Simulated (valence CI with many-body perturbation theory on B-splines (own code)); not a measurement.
# Questions on Si I

Calculated by valence CI with perturbative core correlation (CI+MBPT): four valence electrons over a frozen Dirac-Fock core [Ne], a basis of 11 s, 11 p, 9 d, 7 f, 5 g, 2 h, 1 i functions for each j, with the one-electron correlation potential Σ1 (screened to all orders), the two-electron term Σ2, the three-electron term Σ3, Breit, model QED; selected single and double excitations, second order for the rest, scaled by the run's own slope (own B-spline code, finite nucleus).

Set against measurement, 48 paired levels are off by 36 cm⁻¹ on average, the worst by 119. These come from a selection out of the NIST Handbook of Basic Atomic Spectroscopic Data. Levels without a partner in it may be off by more. Among the levels kept, up to 810 cm⁻¹ of a level comes from second order outside the variational space, and about a tenth of that is noise between levels of different J, which matters for small intervals.

Rates and lifetimes use the calculated energies. Strong lines usually hold to 10 to 20 %, long lifetimes can be off by a factor of two.

(1) What is the ground level?

(2) Among levels below 60636 cm⁻¹, which E1 lines absorb most strongly from the ground level?

(3) Name the longest-lived excited levels whose lifetime is computed, and their main decay.

(4) What are the static dipole polarisabilities of the lowest levels?

(5) How well does LS coupling describe the low levels?

(6) How is the term ³P of the ground level split?

(7) Where does the other parity begin?

Answers

(1) 3s²3p² ³P_0, composition 92 % 3s²3p² ³P.

(2) to 3s²3p3d ³D°_1 at 184.5 nm, f = 0.244; to 3s²3p4s ³P°_1 at 251.3 nm, f = 0.208; to 3s²3p4d ³D°_1 at 169.2 nm, f = 0.141.

(3) 3s²3p² ³P_2 at 241 cm⁻¹ lives 20600 s, mostly by M1 to 3s²3p² ³P_1; 3s²3p² ¹D_2 at 6349 cm⁻¹ lives 286 s, mostly by M1 to 3s²3p² ³P_2; 3s²3p² ¹S_0 at 15481 cm⁻¹ lives 1.10 s, mostly by E2 to 3s²3p² ¹D_2. The lifetime of 3s²3p² ³P_1 is too uncertain to give, and may be longer.

(4) 3s²3p² ³P_0 36.6; 3s²3p² ³P_1 37.2 (tensor -1.4); 3s²3p² ³P_2 37.4 (tensor 2.8); 3s²3p² ¹D_2 41.2 (tensor -7.1) bohr³, of which the core gives 0.162. The recommended value for the atom is 37.3 ± 0.7 bohr³ (Schwerdtfeger and Nagle, table of static dipole polarizabilities (2023 update)).

(5) Among the lowest 20 levels the leading LS term, summed over configurations, holds 99 % on average. For single configurations the figures are 83 % in LS and 60 % in jj coupling. Terms mix most in the J = 1 level at 49084 cm⁻¹, where the leading one holds 91 %.

(6) J = 0 at 0.0, J = 1 at 87.6, J = 2 at 241 cm⁻¹.

(7) At 3s3p³ ⁵S°_2, 33207 cm⁻¹.
